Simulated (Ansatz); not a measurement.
A nudged elastic band was laid between two geometries of ClFH₆OW (10 atoms, charge 0, multiplicity 1).

All numbers below come from RKS PBE0-D4/def2-SVP in Ansatz 0.2.0.

```
movable images  : 7
climbing image  : yes
spring          : 5.0 eV/Å²
optimiser       : quadratic models (default)
start path      : through a guess of the saddle point
force threshold : 0.05 eV/Å
iteration limit : 45
end points      : relaxed
```

Initial state:

```xyz
10
Properties=species:S:1:pos:R:3
W 0.236 0.145 0.239
Cl -0.610 -0.091 2.393
F 1.911 -0.316 -0.525
H -0.518 1.351 -0.659
H -1.370 -0.197 -0.052
H -0.219 -1.423 -0.085
H -0.282 -0.372 -1.251
O 1.633 1.598 1.346
H 2.574 1.446 1.176
H 1.490 1.553 2.304
```

Final state:

```xyz
10
Properties=species:S:1:pos:R:3
W 0.699 -0.124 -0.318
Cl -0.502 2.343 3.024
F 1.692 0.298 -1.852
H -0.550 0.697 0.403
H -0.796 -0.878 -0.242
H 0.662 -1.802 -0.108
H -0.497 0.568 -1.235
O 1.402 0.603 1.308
H 2.320 0.342 1.498
H 0.414 1.650 2.409
```

Q: What changes between the two ends?

A: Bonds broken: W1–Cl2, O8–H10. Bonds formed: Cl2–H10. ClFH6OW becomes ClH + FH5OW.

Q: Give the energies along the band, and the barrier.

A: It converged. The highest image is number 4 of 0 to 8, 0.99 eV above the first end and 0.06 eV above the last; the last end lies 0.92 eV above the first. The profile has 2 maxima (images 1, 4) with wells between them (image 2): this band takes more than one step, which may be the mechanism or a detour left from its start path. A vibrational analysis at the climbing image gives one clearly imaginary mode, 113i cm⁻¹: a first-order saddle point. The orbitals stay closed-shell, which can raise the energy where a bond breaks towards radicals; this wasn't checked here.

```tsv
image	path coordinate (Å)	energy (eV)	W1–Cl2 (Å)	O8–H10 (Å)	Cl2–H10 (Å)
0	0.00	0.00	2.33	0.97	2.67
1	1.13	0.26	2.33	0.97	2.77
2	2.26	0.04	2.32	0.97	2.63
3	3.39	0.31	2.42	0.98	2.18
4	4.53	0.99	2.81	1.61	1.35
5	5.41	0.97	3.60	1.93	1.30
6	6.29	0.94	4.10	1.89	1.30
7	7.17	0.93	4.29	1.83	1.30
8	8.06	0.92	4.32	1.81	1.30
```

Q: What is the geometry of the highest image?

A: 
```xyz
10
Properties=species:S:1:pos:R:3
W 0.571 0.024 -0.001
Cl -0.548 0.494 2.538
F 1.866 -0.606 -1.208
H -0.450 1.335 -0.063
H -1.070 -0.283 -0.125
H 0.005 -1.435 0.635
H -0.119 0.444 -1.448
O 1.577 1.378 1.048
H 2.480 1.085 1.248
H 0.531 1.261 2.263
```

The run took 15 min on 2 threads of Arm Neoverse N1 (shared host), peak memory 0.26 GiB.
